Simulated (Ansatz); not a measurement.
BMe2(hfac) (C₇H₇BF₆O₂). The state is a singlet with charge 0. Geometry r2SCAN-D4/def2-SVP, basis def2-TZVP, Ansatz.

```
run  HOMO (eV)  LUMO (eV)
  A      -6.39      -4.05
  B      -9.09      -2.32
  C      -6.49      -4.16
  D      -7.73      -3.38
  E      -8.90      -2.42
  F      -6.75      -4.12
```

Single mean-field runs in def2-TZVP are fitted with def2-universal-jkfit.

Q: The runs used BHLYP, BLYP, CAM-B3LYP, PBE, PBE0, r2SCAN. Estimate which is which.

A: A BLYP (0 % exact exchange); B CAM-B3LYP (range-separated); C PBE (0 % exact exchange); D PBE0 (25 % exact exchange); E BHLYP (50 % exact exchange); F r2SCAN (0 % exact exchange). Exact exchange lowers occupied and raises empty levels; among semilocal functionals meta-GGAs tend to open the gap a little, and such runs are hard to tell apart. The gap grows from 2.33 eV (PBE) to 6.77 eV (CAM-B3LYP).
